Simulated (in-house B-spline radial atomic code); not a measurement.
K III (K2+): [He] 2s2 (2p1/2)1 (2p3/2)4 3s2 (3p1/2)2 (3p3/2)3 (3d5/2)1 (an excited or competing configuration)

All numbers are computed (Dirac-Hartree-Fock, average of the jj configuration; Fermi nucleus of rms radius 3.4349 fm) with an all-electron radial atomic-structure program (B-spline basis), not measured.

Z_r = [3n² - l(l+1)]/(2<r>); Z_e = n√(-2ε); the last column is Slater's effective charge. Values are occupation-weighted means over j.

```tsv
shell	electrons	ε (eV)	<r> (bohr)	Z_r	Z_e	Slater
1s	2	-3725.1	0.08087	18.55	16.55	18.70
2s	2	-446.51	0.3774	15.90	11.46	15.20
2p	5	-369.83	0.3409	14.67	10.43	15.20
3s	2	-73.919	1.182	11.42	6.99	8.95
3p	5	-52.027	1.275	9.80	5.87	8.95
3d	1	-24.06	1.615	6.50	3.99	3.00
```

The least bound orbital is 3d5/2 at -24.06 eV, and it is also the most diffuse (<r> = 1.615 bohr). The part-filled 2p shell lies below the filled 3s shell in orbital energy.

For the 1s electron the small component carries 0.461 % of the norm, the zero-frequency Breit interaction raises the level by 2.959 eV, self-energy by 1.397 eV, and vacuum polarisation lowers it by 0.1006 eV.
